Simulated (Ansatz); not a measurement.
Basis-set extrapolation for C₃H₅BO, SMILES `C=C1CBO1` (PBE0-D4/def2-TZVP geometry, frozen core, Ansatz 0.2.0). Multiplicity 1, RHF reference.

```csv
,def2-TZVPP,def2-QZVPP
HF,-216.135971,-216.145754
MP2 correlation,-0.809911,-0.865473
CCSD(T) correlation,-0.878080,not run
```

Energies in hartree. Use E(X) = E(∞) + A·exp(−7.88·√X) for Hartree–Fock and E(X) = E(∞) + B·X^(−2.97) for correlation, with X = 3 and 4, and add CCSD(T) minus MP2 of the smaller set to the MP2 limit.

Problem. What is the CCSD(T) energy at the basis-set limit?

Solution. HF limit: -216.145754 + (-0.009783) × 0.13774 = -216.14710. MP2 limit: -0.865473 + (-0.055562) × 0.74074 = -0.90663. Higher-order term: -0.878080 − (-0.809911) = -0.06817. Total: -217.12190 hartree, 2.93 eV below CCSD(T)/def2-TZVPP.
